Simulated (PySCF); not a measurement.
## Trend along the fifth-period p block: MCl anions

PBE0 with triple-zeta basis sets in PySCF, for the lowest determinant that a PBE0 search found; no spin–orbit coupling. De refers to high-spin ground-configuration atoms (the charge goes to the atom of lower measured ionisation energy or higher electron affinity, which is not always the lowest computed limit). A positive dipole points towards Cl; it is taken about the centre of mass and depends on that origin.

```csv
M,basis,charged atom,state (unpaired electrons),Re (Å),ωe (cm⁻¹),De (eV),μ (D)
In,def2-TZVPPD,Cl−,doublet (π ↑),2.588,215,1.38,-2.13
Sn,def2-TZVPPD,Cl−,triplet (π ↑↑),2.537,247,1.84,-2.12
Sb,def2-TZVPPD,Cl−,doublet (π ↑),2.476,285,0.89,-1.60
```

The shortest bond is that of SbCl⁻ (2.476 Å), the longest that of InCl⁻ (2.588 Å). SnCl⁻ is bound most strongly (1.84 eV) and SbCl⁻ least (0.89 eV).

The state changes along the series, so neighbouring rows are not always alike in their bonding.

These are scalar-relativistic numbers at best; spin–orbit coupling would shift them, the dissociation energy most. For an ion De counts to the pair picked by the measured ionisation energies or electron affinities, which need not be the lowest pair at this level. The highest Kohn–Sham level is positive in some of these anions. Much of that is self-interaction error, but it also means that the finite basis helps to hold the extra electron. States were picked by a PBE0 search and need not be the measured ground states.
